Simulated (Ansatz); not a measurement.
The same dimerisation along the group B, Al, Ga, In.

Calculated with Ansatz (gas phase, PBE0-D4/def2-TZVP geometries, no zero-point term in ΔE). CCSD(T)/CBS adds triple-zeta CCSD(T) − MP2 to the extrapolated MP2 energy (def2 sets, frozen cores). This one scheme is used for every species. def2 core potentials past Kr. For Ga, In outer-core shells are correlated without core-valence functions, which leaves a few kJ/mol of doubt a bond. Scalar relativity is left out up to krypton.

(1) Order these by ΔE at CCSD(T)/CBS, lowest first. (An estimate is asked.)
A. 2 `[F][InH2]` → `[F+]1[InH2-][F+][InH2-]1`
B. 2 `BF` → `[BH2-]1[F+][BH2-][F+]1`
C. 2 `[F][AlH2]` → `[F+]1[AlH2-][F+][AlH2-]1`
D. 2 `[F][GaH2]` → `[F+]1[GaH2-][F+][GaH2-]1`

Largest T1 diagnostic: 0.016, for `[F][InH2]`.

Answers

(1) A (-212.6 kJ/mol), C (-193.4 kJ/mol), D (-180.3 kJ/mol), B (+3.8 kJ/mol).
